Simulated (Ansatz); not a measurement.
Program: Ansatz. Geometries: PBE0-D4/def2-TZVP. ΔE: electronic, gas phase. CBS: MP2 limit from def2 TZ/QZ plus the TZ coupled-cluster correction, frozen cores. Functionals use def2-TZVPP. B3LYP here is the variant with VWN-RPA as its local correlation; programs differ in this. One conformer a species, not always the lowest.

`F[SiH](F)N[SiH3]` → `N[Si](F)(F)[SiH3]`  (isomerisation)

```csv
level,ΔE (kJ/mol),difference from CCSD(T)/CBS
PBE-D4,41.2,-24.3
r2SCAN-D4,56.3,-9.2
PBE0-D4,49.2,-16.3
B3LYP-D4,59.2,-6.3
ωB97X-V,59.7,-5.8
ωB97M-V,65.7,0.2
B2PLYP,66.1,0.6
PBE,41.5,-24.0
r2SCAN,56.3,-9.2
PBE0,49.5,-16.0
B3LYP,59.6,-5.9
HF/def2-TZVPP,80.7,15.2
MP2/def2-TZVPP,74.7,9.2
SCS-MP2/def2-TZVPP,76.7,11.2
CCSD/def2-TZVPP,68.6,3.1
CCSD(T)/def2-TZVPP,66.8,1.3
HF/def2-QZVPP,82.2,16.7
MP2/def2-QZVPP,74.5,9.0
SCS-MP2/def2-QZVPP,76.4,10.9
HF/CBS(def2),82.5,17.0
MP2/CBS(def2),73.5,8.0
CCSD/CBS(def2),67.3,1.8
CCSD(T)/CBS,65.5,0
```

Largest T1 diagnostic among the species: 0.012.

From PBE to PBE0 (25 % exact exchange), in def2-TZVPP and without D4, ΔE moves by +8.1 kJ/mol. In def2-TZVPP, CCSD(T) changes the Hartree–Fock value by −14.0 kJ/mol (the triples alone add −1.9 kJ/mol) and MP2 by −6.0 kJ/mol.

CCSD(T)/CBS has its own doubt, a few kJ/mol and more with outer-core shells, so smaller differences from it don't rank the levels.
